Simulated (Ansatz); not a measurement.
Cost and result for the atomization energy of `N[Si](N)(Br)Br` (9 atoms, 8 bonds).

Cartesian coordinates in Å:
```
N -0.177 -1.324 -0.638
Si 0.397 0.045 0.170
N -0.827 1.209 0.209
Br 2.264 0.591 -0.916
Br 0.980 -0.221 2.303
H -1.029 -1.764 -0.328
H 0.467 -1.978 -1.050
H -1.262 1.503 -0.652
H -0.814 1.939 0.902
```

Total charge 0; spin multiplicity 1. Correlated methods include outer-core shells of Br, which these sets cover unevenly. Scalar relativity is left out up to krypton. Geometry: relaxed with PBE0-D4/def2-TZVP. It is one conformer, not always the lowest. Program: Ansatz. All runs use 4 threads of an Arm Neoverse V1 on a shared host. Times are those of one run each, without the atoms' runs, and a repeat can differ threefold. Electronic energies, without spin–orbit coupling; frozen cores. CCSD(T)/CBS adds CCSD(T) − MP2 in def2-TZVPP to the MP2 limit, and its time is that of the two runs behind it. T1 = 0.008. With those shells the extrapolation isn't a true limit. B3LYP takes the VWN-RPA correlation (the form of Gaussian; ORCA's B3LYP/G).

CCSD(T)/CBS is a level of theory with its own doubt, some kJ/mol a heavy atom from the limit and from the frozen cores, so smaller differences don't rank the functionals.

| level | functions | wall time | atomization (kJ/mol) | difference from CCSD(T)/CBS | per bond |
| --- | --- | --- | --- | --- | --- |
| LDA (SPW92)/def2-TZVPP | 256 | 1.9 s | 3505.6 | 437.9 | 54.7 |
| PBE-D4/def2-TZVPP (with forces) | 256 | 3.7 s | 3103.6 | 35.9 | 4.5 |
| r2SCAN-D4/def2-TZVPP (with forces) | 256 | 7 s | 3043.5 | -24.2 | -3.0 |
| BHLYP-D4/def2-TZVPP | 256 | 7 s | 2949.5 | -118.2 | -14.8 |
| B3LYP-D4/def2-TZVPP (with forces) | 256 | 9.5 s | 3041.1 | -26.6 | -3.3 |
| B2PLYP/def2-TZVPP | 256 | 10 s | 2999.2 | -68.5 | -8.6 |
| PBE-QIDH/def2-TZVPP | 256 | 11 s | 3015.4 | -52.3 | -6.5 |
| ωB97X-V/def2-TZVPP | 256 | 13 s | 3063.6 | -4.1 | -0.5 |
| ωB97M-V/def2-TZVPP (with forces) | 256 | 22 s | 3058.2 | -9.5 | -1.2 |
| CCSD(T)/def2-SVP | 130 | 22 s | 2746.3 | -321.4 | -40.2 |
| MP2/def2-QZVPP | 482 | 39 s | 3087.9 | 20.2 | 2.5 |
| CCSD(T)/def2-TZVPP | 256 | 8.6 min | 2938.0 | -129.7 | -16.2 |
| CCSD(T)/CBS(def2) | – | 9.2 min | 3067.7 | 0.0 | 0.0 |

From PBE to PBE0 (25 % exact exchange), in def2-TZVPP and without D4, the atomization energy moves by −56.1 kJ/mol: exact exchange takes away binding that semilocal exchange gives to molecules. At CCSD(T), def2-SVP lies −321.3 kJ/mol from the extrapolated value and def2-TZVPP −129.7 kJ/mol: correlation converges slowly with the basis, and small sets miss more of it in the bonded molecule than in its fragments. The D4 term adds +47.8 kJ/mol with B3LYP and +25.0 kJ/mol with PBE0; it sums over pairs of atoms, weighted by their polarisabilities, and B3LYP, whose exchange is more repulsive, gets the larger term.
